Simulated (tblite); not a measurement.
CH7GePS.
Geometry (GFN2-xTB, Å), atoms numbered from 1 in this order:
```
atom  x, y, z in Å
C1    -2.2696   -0.0463    0.0558
S2    -0.8287    0.8518    0.7191
Ge3    0.8076   -0.3562   -0.1803
P4     2.8710    0.3907    0.5301
H5    -2.2243   -0.0714   -1.0289
H6    -2.2936   -1.0539    0.4604
H7    -3.1455    0.5061    0.3791
H8     0.5662   -1.8126    0.2083
H9     0.5693   -0.3772   -1.6948
H10    3.4275    0.2549   -0.7363
H11    2.5255    1.7167    0.3014
```

Method: GFN2-xTB as coded in tblite; computed harmonic values from a numerical Hessian at the method's own geometry, unscaled. Errors from tens to a few hundred cm⁻¹ against measured bands are possible. Modes of hydrogen on germanium and phosphorus can be 10 to 20 % off. One conformer, not necessarily the lowest.

Harmonic wavenumbers (cm⁻¹): 37.3, 46.2, 84.6, 107.9, 174.7, 347.7, 356.1, 390.2, 551.1, 620.2, 705.7, 715.5, 737.3, 857.1, 946.0, 952.7, 1115.2, 1319.1, 1446.2, 1453.1, 1738.4, 1823.3, 2260.9, 2321.6, 3019.9, 3025.5, 3056.0.

A = 6941, B = 1344, C = 1158 MHz; mass 155.922 u (most abundant isotopes); point group C1, symmetry number 1.

Q: What is the zero-point energy?

A: ½Σν̃ = 15105 cm⁻¹ = 180.69 kJ/mol.

Q: Entropy at 500 K, 1 bar (ideal gas, RRHO, classical rotation)?

A: Translation 182.58, rotation 122.71, vibration 161.25: S = 466.5 J/(mol K).

Q: And Cp and H(500 K) − H(0)?

A: Cp = 157.64 J/(mol K), of which vibrations give 124.38 (their classical limit is 27 R = 224.5); H(500 K) − H(0) = 53.20 kJ/mol without the zero-point energy, 36.57 from vibrations.

Q: Blend soft modes into free rotors: weight 1/[1 + (100 cm⁻¹/ν̃)⁴] for the oscillator and the rest for a rotor with moment μB/(μ + B), μ = h/(8π²ν), B = 10⁻⁴⁴ kg m². What vibrational entropy results?

A: 139.74 J/(mol K) in place of 161.25, which changes −T·S at 500 K by +10.76 kJ/mol.

Q: Which modes carry the vibrational entropy at 500 K?

A: 37.3 cm⁻¹: 26.87; 46.2 cm⁻¹: 25.10; 84.6 cm⁻¹: 20.08; 107.9 cm⁻¹: 18.07; 174.7 cm⁻¹: 14.12; 347.7 cm⁻¹: 8.65 J/(mol K); the other 21 give 48.36 together.

Hindered rotation and anharmonicity are outside this model. Other conformers, if any are populated, would add a mixing term that is left out. The structure is chiral; the term R ln 2 for an equal mix with its mirror image is left out.
